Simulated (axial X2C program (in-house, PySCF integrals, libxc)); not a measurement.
# Curves of TbF⁺ from open-shell CI on f9 s0

Computed with an in-house all-electron X2C program for linear molecules (integrals from PySCF): two-component X2C with atomic mean-field Coulomb and Gaunt terms, basis Tb dyall-v3z, F dyall-v3z (cores contracted in-house). Orbitals come from Hartree–Fock averaged over the configuration Tb f9 s0; CI then distributes these electrons over the f, s shells of Tb.

Scan along the bond; masses Tb 158.925 u, F 18.998 u. Energies in cm⁻¹ from the lowest point; levels are followed by energy order within each Ω. Lowest level at 2.017 Å: 100% f9.

| R (Å) | (1)Ω=15/2 | (1)Ω=13/2 | (1)Ω=11/2 | (1)Ω=9/2 | (1)Ω=7/2 | (1)Ω=5/2 | (1)Ω=3/2 |
| --- | --- | --- | --- | --- | --- | --- | --- |
| 1.876 | 2091 | 2487 | 2783 | 2987 | 3119 | 3198 | 3240 |
| 1.946 | 488 | 862 | 1153 | 1365 | 1508 | 1598 | 1648 |
| 2.017 | 0 | 354 | 637 | 849 | 998 | 1094 | 1149 |
| 2.098 | 469 | 802 | 1073 | 1282 | 1431 | 1530 | 1589 |
| 2.178 | 1695 | 2007 | 2265 | 2467 | 2614 | 2713 | 2773 |
| 2.269 | 3708 | 3998 | 4240 | 4432 | 4574 | 4670 | 4729 |
| 2.380 | 6708 | 6972 | 7195 | 7373 | 7506 | 7598 | 7655 |

(1) Fit the curves (1)Ω=15/2, (1)Ω=13/2, (1)Ω=11/2, (1)Ω=9/2, (1)Ω=7/2, (1)Ω=5/2, (1)Ω=3/2 near their minima.

The 7 lowest curves are shown; the next is (1)Ω=1/2, from 1174 cm⁻¹.

There is no dynamic correlation: spin–orbit spacings and, for f shells, spacings inside one term are the most reliable numbers, splittings between terms come out too wide, and energies between configurations are not reliable, so the lowest level need not be the ground state of the molecule. At most 4 roots were kept for each Ω > 0 (twice that for Ω = 0) within 2.2 eV of the lowest, so higher up levels can be missing between those listed; levels with Ω > 0 are doubly degenerate and listed once, Ω = 0 levels singly. States that fill the shells left empty in the average are placed too high.

## Answers

(1) From the open-shell CI curves, Te from the lowest:

```
    level  Te (cm⁻¹)  Re (Å)  ωe (cm⁻¹)
(1)Ω=15/2          0   2.019      575.4
(1)Ω=13/2        353   2.020      573.8
(1)Ω=11/2        636   2.021      572.2
 (1)Ω=9/2        848   2.021      570.7
 (1)Ω=7/2        997   2.021      569.5
 (1)Ω=5/2       1093   2.021      568.8
 (1)Ω=3/2       1149   2.020      568.4
```

Without dynamic correlation distances can be off by several hundredths of an Å (long for ionic bonds, short for multiple bonds) and the wavenumbers are rough.
